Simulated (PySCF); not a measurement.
**Basis and Hamiltonian dependence of the excitation energy of Re**

Re [Xe] 4f14 5d5 6s2 (6S) → Re [Xe] 4f14 5d5 6s1 6p1 (8P). Calculated with PySCF 2.14 from differences of total energies of unrestricted determinants, without spin-orbit coupling. Values in eV.

```csv
basis,Hamiltonian,functions,UHF,LDA,PBE0,MP2 (valence),CCSD(T) (valence)
aug-cc-pVDZ-PP with ECP60MDF,ECP,54,1.067,2.970,2.385,2.198,2.371
aug-cc-pwCVDZ-PP with ECP60MDF,ECP,70,1.076,2.965,2.380,2.214,2.380
x2c-TZVPPall,spin-free X2C,97,1.081,3.040,2.439,2.222,2.418
ANO-RCC-VTZP,spin-free X2C,104,1.612,3.583,2.959,2.689,2.899
"x2c-TZVPPall with one added diffuse shell each of s, p, d, f type",spin-free X2C,113,1.079,3.034,2.433,2.236,2.425
"aug-cc-pVTZ-PP with one added diffuse shell each of s, p, d, f, g type with ECP60MDF",ECP,113,1.073,2.960,2.373,2.306,n/a
aug-cc-pwCVTZ-PP with ECP60MDF,ECP,122,1.076,2.961,2.374,2.313,n/a
aug-cc-pVQZ-PP with ECP60MDF,ECP,135,1.075,2.960,2.373,2.349,n/a
```

Frozen in the all-electron rows: valence: [Xe] 4f14; with a core potential, the same shells as far as they lie outside it.

At UHF, ANO-RCC-VTZP lies more than 0.3 eV from the median of the rows with comparable relativity. Of these, ANO-RCC-VTZP has no diffuse functions of the l that the added or promoted electron needs.
